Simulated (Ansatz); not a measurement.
## Energy profile

The step: SiH₂ClF ([F][SiH2][Cl]) + H₂O + HF → SiH₃ClO ([OH][SiH2][Cl]) + HF + HF; bonds formed: F2–H8, H6–F9; dative contacts that become bonds: Si1–O7; bonds broken: Si1–F2, H6–O7, H8–F9 (atoms numbered as in the saddle structure below).

```csv
atom,x (Å),y (Å),z (Å)
Si1,-0.6668,0.7590,0.1612
F2,-1.0953,-1.1389,0.0990
H3,-1.4510,0.8535,-1.0754
H4,-1.2362,0.7168,1.5118
Cl5,0.0701,2.7648,0.1986
H6,1.1311,-0.9742,-0.2290
O7,0.9569,0.1387,-0.0039
H8,-0.2135,-1.8046,-0.1532
F9,0.8667,-2.1227,-0.3818
H10,1.6379,0.8077,-0.1272
```

Electronic energies by CCSD(T) at an estimated basis limit (MP2 extrapolated from triple and quadruple zeta, plus CCSD(T) − MP2 in triple zeta), on PBE0-D4/def2-TZVP structures; SiH$_{5}$ClOF$_{2}$, singlet; no counterpoise correction. Computed with Ansatz 0.2.0 (basis: def2-TZVPP and def2-QZVPP); correlated methods freeze the cores. Extrapolation: Hartree–Fock as exp(−7.88 √X), correlation as X^−2.97.

**Question.** Give the profile in kJ/mol, counted from the separated reactants. (To be estimated.)

**Answer.** The calculation gives:
```
                                                                                                                                    point  kJ/mol
separated: SiH$_{2}$ClF (linked as [F][SiH2][Cl]; Si1, F2, H3, H4, Cl5; singlet) + H$_{2}$O (H6, O7, H10; singlet) + HF (H8, F9; singlet)     0.0
                                                                                                                          start structure    -9.7
                                                                                                                                   saddle    22.1
                                                                                                                            end structure   -27.0
```

T1 diagnostic: at most 0.011.

For scale, one of the runs: CCSD(T)/def2-TZVPP, 247 basis functions, launched by `ansatz run in.yaml --threads 8 --pin off --events-out ev --progress --plain --max-ram 19148MiB`. The run took 88 s on 8 CPU threads of a Oxide Virtual Turin-like (shared host), with 5.3 GiB of host memory at its peak.
